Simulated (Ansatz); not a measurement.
Job for Ansatz (a quantum-chemistry and plane-wave program): R-r2SCAN/def2-TZVPP on GeHIO (SMILES [OH][Ge][I]), a point of a torsion scan. Elements past Kr take the def2 small-core potentials; no spin–orbit coupling.

Ansatz 0.2 input:
```yaml
crystal:
  periodic: [false, false, false]
  atoms:
    - {symbol: O, position_ang: [-1.06840957, 0.19589482, 0.27946250]}
    - {symbol: Ge, position_ang: [0.40286372, 0.97028311, -0.32990196]}
    - {symbol: I, position_ang: [0.43039185, 2.93037471, 1.33100186]}
    - {symbol: H, position_ang: [-1.49149932, -0.59695893, -0.03537881]}
basis:
  gaussian:
    orbitals: def2-TZVPP
hamiltonian:
  xc: {name: r2SCAN}
scf: {lower_state_search: off}
```

The log:

```
WARN ansatz: RAYON_NUM_THREADS=1 ignored (pool sized by the plan → 1); use --threads N
Functional definition: r2SCAN
these checks for a lower state are left out or cut short: stability, starts, cluster_reference, orbital_swaps, neighbouring_geometries, increment
integrals: 0.06 GiB planned
935 factors; their error is unknown
mean field: 0.43 GiB planned
mean field evaluation 1: about -66680.7457 eV, gradient 6.3e1 eV
mean field evaluation 2: about -66587.0224 eV, gradient 1.9e2 eV
mean field evaluation 4: about -66686.5123 eV, gradient 1.6e1 eV
mean field evaluation 8: about -66687.1795 eV, gradient 1.1e-1 eV
mean field evaluation 16: about -66687.1637 eV, gradient 2.8e-4 eV
mean field -66687.16372736 eV, -2450.7080647973 hartree, gradient 6.9e-6 eV, S^2 0.000000; 0 other end points of the search recorded, 0 dependent functions left out
reference -66687.16373599 eV, -2450.7080651145 hartree; 33, 33 occupied and 110, 110 virtual orbitals, 935 factors
Total energy: -66687.16373599 eV, -2450.7080651145 hartree
Checks for a lower state left out: stability, starts, cluster_reference, orbital_swaps, neighbouring_geometries, increment
```

The calculation finished and met its thresholds.

Cost: around 4 core-seconds (rough).
